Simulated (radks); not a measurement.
The numbers below are computed, except where a source is named.
Task: Ionisation of neutral manganese, [Ar] 3d5 4s2, to [Ar] 3d5 4s1 as the strength of local exchange is varied. Code: a radial shooting solver on a logarithmic mesh with Libxc functionals. Model: scalar-relativistic Kohn-Sham, Slater X-alpha exchange (alpha = 2/3 is LDA exchange), no correlation, spin-polarised, spherical densities, finite nucleus; open shells are filled with parallel spins first; Fermi nuclear charge, rms radius 3.7057 fm.

alpha  E(Mn) (hartree)  exchange (hartree)  IE (eV)  -e of the level emptied (eV)  <r> of it (bohr)
0.598      -1149.35564           -42.74287    5.794                    3.219 (4s)             3.494
0.667      -1154.30136           -47.88586    6.062                    3.525 (4s)             3.444
0.926      -1173.05963           -67.57049    7.184                    4.818 (4s)             3.254
0.938      -1173.93612           -68.49694    7.241                    4.883 (4s)             3.245
0.964      -1175.83741           -70.50862    7.364                    5.025 (4s)             3.226
?          -1152.22006           -45.71909    5.948                    3.394 (4s)             3.465

Which alpha was used in the last row?

Result: alpha = 0.638. NIST Atomic Spectra Database: 7.434 eV (measured). The central value is not met in this range of alpha. Open shells are spherical and high-spin; term and fine-structure splittings are not resolved.
